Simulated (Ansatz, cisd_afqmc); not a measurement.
Species: Tl, charge 0, doublet.

Total energies in def2-QZVPPD, 3 correlated electrons, 9 frozen orbitals. Open shells are spin-unrestricted; no spin-orbit coupling. Correlated methods leave the cores frozen (noble-gas shells, and filled d and f shells in the p block). Past Kr the def2 sets carry scalar-relativistic core potentials. The Monte Carlo rows (phaseless AFQMC, CISD trial, step 0.005/hartree) carry one-sigma bars that omit the constraint's bias. Outlying blocks are dropped, and bars are widened where a walk drifts. Over all cases where full CI ran beside it in this data, AFQMC minus full CI had a median of +0.1 mEh and passed +0.4 mEh in a tenth of the cases. Spin-orbit terms, left out, reach several kcal/mol for Br and I, and more for heavier atoms.

```json
[
 {"method": "HF", "program": "Ansatz", "energy (Eh)": "-171.51556", "minus CCSDT (mEh)": "37.07"},
 {"method": "MP2", "program": "Ansatz", "energy (Eh)": "-171.54366", "minus CCSDT (mEh)": "8.97"},
 {"method": "CCSD", "program": "Ansatz", "energy (Eh)": "-171.55190", "minus CCSDT (mEh)": "0.73"},
 {"method": "CCSD(T)", "program": "Ansatz", "energy (Eh)": "-171.55247", "minus CCSDT (mEh)": "0.15"},
 {"method": "CCSDT", "program": "Ansatz", "energy (Eh)": "-171.55262", "minus CCSDT (mEh)": "0.00"},
 {"method": "AFQMC/CISD", "program": "cisd_afqmc", "energy (Eh)": "-171.5526 ± 0.0001", "minus CCSDT (mEh)": "0.0 ± 0.1"}
]
```

Ansatz is a quantum-chemistry and plane-wave program.
